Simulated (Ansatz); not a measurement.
A run for Ansatz (a first-principles code): R-B3LYP/def2-TZVPPD on AlH3 (SMILES [AlH3]). Files ending in .json are basis or fitting sets from the Basis Set Exchange.

Ansatz 0.2 input:
```yaml
crystal:
  periodic: [false, false, false]
  atoms:
    - {symbol: Al, position_ang: [-0.25202210, -0.12635167, 0.49225603]}
    - {symbol: H, position_ang: [-1.00168848, -1.49315276, 0.80039847]}
    - {symbol: H, position_ang: [-1.11700855, 1.19676598, 0.33867608]}
    - {symbol: H, position_ang: [1.19678043, -0.18373076, -0.15599863]}
basis:
  gaussian:
    orbitals: def2-TZVPPD.json
hamiltonian:
  xc: {name: B3LYP}
scf: {lower_state_search: off}
```

The head of its log:

```
WARN ansatz: RAYON_NUM_THREADS=2 ignored (pool sized by the plan → 2); use --threads N
Functional definition: B3LYP
these checks for a lower state are left out or cut short: stability, starts, cluster_reference, orbital_swaps, neighbouring_geometries, increment
integrals: 0.02 GiB planned
485 factors; their error is unknown
mean field: 0.22 GiB planned
mean field evaluation 1: about -6645.2040 eV, gradient 1.3e1 eV
mean field evaluation 2: about -6645.7519 eV, gradient 4.9e0 eV
```

### Question
Give the final energy of this run.

### Answer
-244.2303 hartree.
